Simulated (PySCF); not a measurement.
**Atomic charges by several schemes**

Compound: C6H13N.
Cartesian coordinates in Å at the GFN2-xTB level; atoms count from 1:
```
atom  x, y, z in Å
C1    -2.4669    0.9026   -1.0811
C2    -1.3769    0.2545   -0.2764
C3    -1.7622   -1.0727    0.3063
C4    -0.2009    0.8479   -0.1131
C5     0.9869    0.3349    0.6405
C6     2.0398   -0.2302   -0.3203
N7     3.1553   -0.7785    0.4351
H8    -2.1563    1.8742   -1.4561
H9    -2.7352    0.2723   -1.9289
H10   -3.3609    1.0330   -0.4716
H11   -2.5314   -0.9351    1.0670
H12   -0.9185   -1.5864    0.7543
H13   -2.1801   -1.7097   -0.4724
H14   -0.0389    1.8043   -0.5961
H15    1.4348    1.1568    1.2060
H16    0.7142   -0.4454    1.3491
H17    1.5963   -1.0474   -0.8963
H18    2.3395    0.5583   -1.0328
H19    3.6115   -0.0436    0.9666
H20    3.8450   -1.1793   -0.1913
```

Density: PBE0/pcSseg-1 (PySCF); schemes: Mulliken, IAO, Hirshfeld and ESP-fitted. The structure is a single GFN2-xTB conformer in the gas phase; no vibrational or solvent corrections.

Task: Give the atomic charges in each scheme.

Result: In e:

```tsv
atom	environment	Mulliken	IAO	Hirshfeld	ESP-fitted
C1	allylic carbon	-0.162	-0.421	-0.120	-0.641
C2	fully substituted alkene carbon	-0.430	+0.021	+0.010	+0.504
C3	allylic carbon	-0.163	-0.427	-0.118	-0.658
C4	alkene CH carbon	-0.104	-0.178	-0.060	-0.711
C5	allylic carbon	-0.189	-0.262	-0.075	+0.255
C6	sp3 carbon bound to nitrogen	-0.059	-0.134	-0.027	+0.232
N7	primary amine nitrogen	-0.459	-0.580	-0.244	-1.004
H8	methyl hydrogen	+0.106	+0.142	+0.042	+0.160
H9	methyl hydrogen	+0.118	+0.142	+0.041	+0.166
H10	methyl hydrogen	+0.117	+0.143	+0.042	+0.180
H11	methyl hydrogen	+0.124	+0.147	+0.044	+0.173
H12	methyl hydrogen	+0.119	+0.145	+0.044	+0.201
H13	methyl hydrogen	+0.116	+0.145	+0.043	+0.170
H14	vinylic hydrogen	+0.075	+0.129	+0.033	+0.219
H15	methylene hydrogen	+0.118	+0.133	+0.037	+0.022
H16	methylene hydrogen	+0.127	+0.140	+0.037	-0.008
H17	methylene hydrogen	+0.118	+0.137	+0.035	+0.046
H18	methylene hydrogen	+0.096	+0.101	+0.022	-0.030
H19	N–H hydrogen	+0.164	+0.236	+0.104	+0.344
H20	N–H hydrogen	+0.166	+0.242	+0.108	+0.378
```

Mean size of the charges over all atoms: ESP-fitted 0.305 e, IAO 0.200 e, Mulliken 0.156 e, Hirshfeld 0.064 e. Each set sums to the total charge, 0, to within 0.001 e. The Mulliken scheme gives each basis function's population to the atom it is centred on and halves the overlap population of two atoms between them.

Lowest charge. All schemes agree: Mulliken N7 (-0.459); IAO N7 (-0.580); Hirshfeld N7 (-0.244); ESP-fitted N7 (-1.004).

Highest charge. The schemes don't all agree: Mulliken H20 (+0.166); IAO H20 (+0.242); Hirshfeld H20 (+0.108); ESP-fitted C2 (+0.504).

Task: How many electrons does the Mulliken scheme count on C6?

Result: Z − q = 6 − (-0.059) = 6.059.

Task: How closely do the schemes follow one another over all atoms?

Result: Correlation coefficient and root-mean-square difference: IAO with Hirshfeld 0.98, 0.158 e; Hirshfeld with ESP-fitted 0.83, 0.336 e; Mulliken with Hirshfeld 0.82, 0.128 e; Mulliken with IAO 0.81, 0.140 e; IAO with ESP-fitted 0.80, 0.255 e; Mulliken with ESP-fitted 0.49, 0.351 e.

Task: Sum the charges by element, for elements with more than one atom.

Result: 
```csv
element,atoms,Mulliken,IAO,Hirshfeld,ESP-fitted
C,6,-1.105,-1.401,-0.390,-1.019
H,13,+1.565,+1.981,+0.634,+2.022
```
